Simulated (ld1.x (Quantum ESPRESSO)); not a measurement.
**europium (Eu): what ld1.x (Quantum ESPRESSO) 7.5 does with a changed input**

Command:

```bash
ld1.x < Eu.in > Eu.out
```

Input:

```
&input
   title='Eu', zed=63., rel=2, dft='PZ', iswitch=3,
   config='[Xe] 4f6 5d1 6s2 6p0', rel_dist='average',
   nld=5, rlderiv=2.95, eminld=-6.0, emaxld=5.0, deld=0.02
 /
 &inputp
   pseudotype=3, lpaw=.true., tm=.true., lloc=-1, rcloc=2.55,
   nlcc=.true., rcore=1.35,
   which_augfun='BESSEL', rmatch_augfun=1.65,
   file_pseudopw='Eu.UPF', file_wfcaegen='ae.wfc', file_wfcncgen='nc.wfc', file_beta='beta', file_chi='chi', file_wfcusgen='us.wfc'
 /
6
5S  1  0   2.00   0.00  2.35  2.70  0.0
6S  2  0   2.00   0.00  2.35  2.70  0.0
5P  2  1   6.00   0.00  2.10  2.25  0.0
8P  3  1   0.00   0.00  2.10  2.25  0.0
5D  3  2   1.00   0.00  1.60  2.20  0.0
5D  3  2   0.00   0.45  1.60  2.20  0.0
 &test
   configts(1)='5s2 5p6 5d1 6s2 6p0'
 /
```

Output:

```
Program LD1 v.7.5

 %%%%%%%%%%%%%%%%%%%%%%%%%%%%%%%%%%%%%%%%%%%%%%%%%%%%%%%%%%%%%%%%%%%%%%%%%%%%%%
     Error in routine ld1_setup (5):
     no all electron for this ps
 %%%%%%%%%%%%%%%%%%%%%%%%%%%%%%%%%%%%%%%%%%%%%%%%%%%%%%%%%%%%%%%%%%%%%%%%%%%%%%

     stopping ...
```

This input was made by a single change from one that runs to its end. What was changed?

The change: label 6P replaced by a shell that config does not hold. The program refuses the input: "ld1_setup: no all electron for this ps".
